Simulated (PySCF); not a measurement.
Input of a run (PBE0-D3(BJ)/def2-SVP geometry optimisation, gas phase, def2 core potentials past Kr (PySCF 2.14.0)), started from GFN2-xTB:
```
{"job": {"xc": "PBE0", "basis": "def2-SVP", "d3": "d3bj", "grid": 1, "maxiter": 30, "shake": 0.01, "kind": "geom"}, "charge": 0, "multiplicity": 1}
Si    -2.166040     0.685380     0.741670
Si    -1.206660    -0.991570    -0.495450
Si     0.913320    -0.476070    -1.285860
Si     2.382850     0.472140     0.294270
I      1.965720    -0.615920     2.502540
H     -1.703250     0.735980     2.112180
H     -3.636170     0.617590     0.778000
H     -1.841860     2.017970     0.136320
H     -1.098670    -2.222990     0.306040
H     -2.031010    -1.365090    -1.642390
H      1.658290    -1.611720    -1.850300
H      0.901900     0.515330    -2.362600
H      2.074090     1.886810     0.597050
H      3.780320     0.337100     0.160760
```

Output (energies in Eh, forces in Eh/bohr):
```
step   0  E = -1460.27068328  max force = 0.037091
step   1  E = -1460.28001660  max force = 0.008762
step   2  E = -1460.28115986  max force = 0.004319
step   3  E = -1460.28160443  max force = 0.001161
step   4  E = -1460.28172157  max force = 0.001579
step   5  E = -1460.28194336  max force = 0.002929
step   6  E = -1460.28207473  max force = 0.001749
step   7  E = -1460.28221183  max force = 0.000748
step   8  E = -1460.28227904  max force = 0.000931
step   9  E = -1460.28234388  max force = 0.001013
step  10  E = -1460.28238949  max force = 0.000893
step  11  E = -1460.28243040  max force = 0.000685
step  12  E = -1460.28245345  max force = 0.000546
step  13  E = -1460.28246779  max force = 0.000394
optimisation converged
```

Summarise the run.

The energy falls by 0.321 eV over 14 energy and gradient evaluations, the largest force component goes from 0.0371 to 3.9e-04 Eh/bohr, and the atoms move by 0.337 Å rms after alignment. The bond that changes most is Si4–H14 (SiH2 silicon to Si–H hydrogen), which lengthens by 0.082 Å. Bonds longer at the end by more than 0.005 Å: 10 of 13; shorter: 2. Among the angles that change most is Si2–Si3–Si4, from 115.5° to 106.8°. Among the dihedrals that turn most is H11–Si3–Si4–H14, from 26° to 50°. The energy never rose by more than 1e-6 Eh on the way. The first step brought 79 % of the lowering.

What are the final bond lengths?

Si1–Si2 2.346 Å, Si2–Si3 2.347 Å, Si3–Si4 2.340 Å, Si4–I5 2.463 Å, Si1–H6 1.494 Å, Si1–H7 1.495 Å, Si1–H8 1.496 Å, Si2–H9 1.495 Å, Si2–H10 1.497 Å, Si3–H11 1.495 Å, Si3–H12 1.498 Å, Si4–H13 1.493 Å, Si4–H14 1.492 Å. Numbering counts from 1 in the input's order; the species is `[SiH3][SiH2][SiH2][SiH2]I`.

The run used 143 basis functions and 90 SCF cycles in all.

No PBE0-D3(BJ)/def2-SVP frequencies stand behind this structure, so it isn't proved a minimum. One conformer, not necessarily the lowest.
